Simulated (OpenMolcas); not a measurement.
**Ni2+ in CaF2: curves along the breathing mode**

Ni2+ with its 8 nearest fluoride ions, on the Ca site of CaF2 (a = 5.46294 Å, distance in the model lattice 2.366 Å). The rest of the host is ab initio model potentials to 7.6 Å and point charges beyond; the distance is set by hand and nothing relaxes. Ligand basis ANO-RCC-VDZP.

```
Program             : OpenMolcas
Method              : CASSCF
Basis               : ANO-RCC-VDZP [5s4p2d1f]
Scalar Hamiltonian  : DKH2, point nucleus
Active space        : 8 electrons in 5 orbitals (3d)
State averaging     : 2S+1 = 3 even, 10 roots; 2S+1 = 1 even, 15 roots
Spin-orbit coupling : RASSI with atomic mean-field integrals over the reference wave functions
```

Spin-free energies (labels of O, the rotations of Oh) in cm-1 above the lowest fitted minimum, as all ligands move together:

```
R (Å)    3T1    3T2    3A2    1T2     1E  3T1(2)  1T2(2)
2.066   3180   7120  11880  20400  21530   25530   29770
2.115    340   3720   7830  17430  18530   22240   26620
2.164    290   3210   6770  17260  18320   21820   26320
2.212   2620   5160   8270  19470  20490   23850   28450
2.261   7130   9340  12060  23880  24840   28100   32800
 2.31  13570  15500  17890  30220  31110   34320   39100
2.358  21520  23230  25340  38090  38920   42100   46960
```

Cubic fits give the following; the wavenumber is harmonic, with the mass of all moving ligands, small differences in it between states hang on the degree of the fit, a number in brackets counts states of one label, and the table is a selection of at most 14 states with clean curves.

```csv
State,R0 (Å),Breathing mode (cm-1),Minimum (cm-1)
3T1,2.141,489,0
3T2,2.149,492,3090
3A2,2.159,495,6750
1T2,2.143,489,17020
1E,2.144,487,18100
3T1(2),2.148,492,21670
1T2(2),2.145,492,26130
1T1,2.149,492,27790
1A1,2.149,491,28220
1E(2),2.154,497,28610
1A1(2),2.148,493,63540
```

The minimum of 3T2 is shifted by +0.0086 Å against 3T1 (from the unrounded fits). With M = 152.0 u for the moving shell, the Huang-Rhys factor in this mode is S = M ω ΔR² / 2ħ = 0.01483 × 152.0 × 489 × 0.0086² = 0.08. Only the first shell moves, against a rigid host.

An orbital triplet at a regular site is open to Jahn-Teller coupling, which can distort the site and quench the lowest spin-orbit gaps and is left out. Without dynamic correlation the repulsion within the d shell is too large (B by tens of per cent), so at a given field states of lower spin stand too high. Ligand-to-metal charge-transfer states are missing. With no ligand orbital active B as a rule stays too high, so bands that hang on it stand too high and its fall with covalency is understated. With metal d orbitals alone and no dynamic correlation 10Dq can be off by a tenth to a fifth, either way, in oxide and fluoride hosts. No measured value stands beside these numbers.
